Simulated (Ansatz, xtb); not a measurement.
# BH8PSi2: which of two isomers lies lower

We compare a, `BP([SiH3])[SiH3]`, a singlet, with b, `BP[SiH2][SiH3]`, a singlet. Both are isolated molecules in the gas phase, relaxed with B3LYP-D3(BJ)/def2-SVP; the shapes shown needn't be the lowest conformers.

a (Å):

| atom | x (Å) | y (Å) | z (Å) |
| --- | --- | --- | --- |
| B | 0.5900 | 1.7968 | 0.9685 |
| P | 0.5212 | -0.0167 | 0.5753 |
| Si | -1.4658 | -0.8009 | 1.2942 |
| Si | 0.6109 | -0.2382 | -1.6658 |
| H | 1.2556 | 2.5267 | 0.2794 |
| H | 0.0679 | 2.2038 | 1.9746 |
| H | -1.6033 | -0.3974 | 2.7206 |
| H | -2.6083 | -0.2612 | 0.5015 |
| H | -1.4704 | -2.2866 | 1.1796 |
| H | 1.8051 | 0.5196 | -2.1310 |
| H | -0.6146 | 0.2836 | -2.3375 |
| H | 0.7573 | -1.6822 | -2.0034 |

b (Å):

```json
{"atom": "B", "x (Å)": "2.1020", "y (Å)": "-2.6453", "z (Å)": "-0.7816"}
{"atom": "P", "x (Å)": "1.0090", "y (Å)": "-3.4379", "z (Å)": "0.4896"}
{"atom": "Si", "x (Å)": "-0.9674", "y (Å)": "-2.3438", "z (Å)": "0.4496"}
{"atom": "Si", "x (Å)": "-1.6067", "y (Å)": "-2.1525", "z (Å)": "-1.8061"}
{"atom": "H", "x (Å)": "3.2809", "y (Å)": "-2.5151", "z (Å)": "-0.5781"}
{"atom": "H", "x (Å)": "1.6362", "y (Å)": "-2.4030", "z (Å)": "-1.8657"}
{"atom": "H", "x (Å)": "1.5761", "y (Å)": "-3.1530", "z (Å)": "1.7596"}
{"atom": "H", "x (Å)": "-1.9661", "y (Å)": "-3.1450", "z (Å)": "1.2161"}
{"atom": "H", "x (Å)": "-0.8740", "y (Å)": "-0.9977", "z (Å)": "1.0896"}
{"atom": "H", "x (Å)": "-3.0662", "y (Å)": "-1.8494", "z (Å)": "-1.8852"}
{"atom": "H", "x (Å)": "-0.8460", "y (Å)": "-1.0516", "z (Å)": "-2.4622"}
{"atom": "H", "x (Å)": "-1.3343", "y (Å)": "-3.4348", "z (Å)": "-2.5165"}
```

Quicker runs give these differences E(b) − E(a): GFN2-xTB +0.688 eV; HF/STO-3G +0.161 eV (at GFN2-xTB geometries); r2SCAN-D4/def2-SVP +0.339 eV (at GFN2-xTB geometries).

Question: Estimate E(b) − E(a) at the level CCSD(T)/def2-SVP + ΔMP2/def2-TZVPP.

Answer: Calculated at CCSD(T)/def2-SVP + ΔMP2/def2-TZVPP: E(b) − E(a) = +0.298 eV, so structure a lies lower.

The same difference at several levels:

```json
{"level": "GFN2-xTB", "geometry": "GFN2-xTB", "E(b) − E(a) (eV)": "+0.688", "departure from the last row (eV)": "+0.389", "job, with rough time for the two": "optimisation, 0.4 s"}
{"level": "HF/STO-3G", "geometry": "GFN2-xTB", "E(b) − E(a) (eV)": "+0.161", "departure from the last row (eV)": "−0.137", "job, with rough time for the two": "single point, 0.24 s"}
{"level": "r2SCAN-D4/def2-SVP", "geometry": "GFN2-xTB", "E(b) − E(a) (eV)": "+0.339", "departure from the last row (eV)": "+0.041", "job, with rough time for the two": "single point, 1.9 s"}
{"level": "B3LYP-D3(BJ)/def2-SVP", "geometry": "B3LYP-D3(BJ)/def2-SVP", "E(b) − E(a) (eV)": "+0.255", "departure from the last row (eV)": "−0.043", "job, with rough time for the two": "optimisation, 44 s"}
{"level": "HF/def2-SVP", "geometry": "B3LYP-D3(BJ)/def2-SVP", "E(b) − E(a) (eV)": "+0.345", "departure from the last row (eV)": "+0.047", "job, with rough time for the two": "part of the CCSD(T) run"}
{"level": "MP2/def2-SVP", "geometry": "B3LYP-D3(BJ)/def2-SVP", "E(b) − E(a) (eV)": "+0.348", "departure from the last row (eV)": "+0.050", "job, with rough time for the two": "part of the CCSD(T) run"}
{"level": "CCSD(T)/def2-SVP", "geometry": "B3LYP-D3(BJ)/def2-SVP", "E(b) − E(a) (eV)": "+0.283", "departure from the last row (eV)": "−0.016", "job, with rough time for the two": "single point"}
{"level": "CCSD(T)/def2-SVP + ΔMP2/def2-TZVPP", "geometry": "B3LYP-D3(BJ)/def2-SVP", "E(b) − E(a) (eV)": "+0.298", "departure from the last row (eV)": "", "job, with rough time for the two": "single point, 15 s"}
```

As drawn, b has 1 Si–Si, 1 P–H in place of 1 P–Si, 1 Si–H.

The levels shown agree on the order. The largest departure from CCSD(T)/def2-SVP + ΔMP2/def2-TZVPP is that of GFN2-xTB, 0.389 eV. The last row adds to CCSD(T) the change of the MP2 difference between the two basis sets, here +0.016 eV.

With harmonic frequencies from B3LYP-D3(BJ)/def2-SVP (ideal gas, rigid rotor, one conformer each, 200 K, 1 atm): on the last row, ΔE + ΔZPE = +0.298, ΔH = +0.293, ΔG = +0.302 eV.

The correlated steps freeze 16 core orbitals. Mirror images aren't counted in ΔG. Codes used: Ansatz 0.2.0, xtb 6.7.1; the last row on 2 threads of Intel(R) Xeon(R) 6975P-C (Granite Rapids) on a shared host.
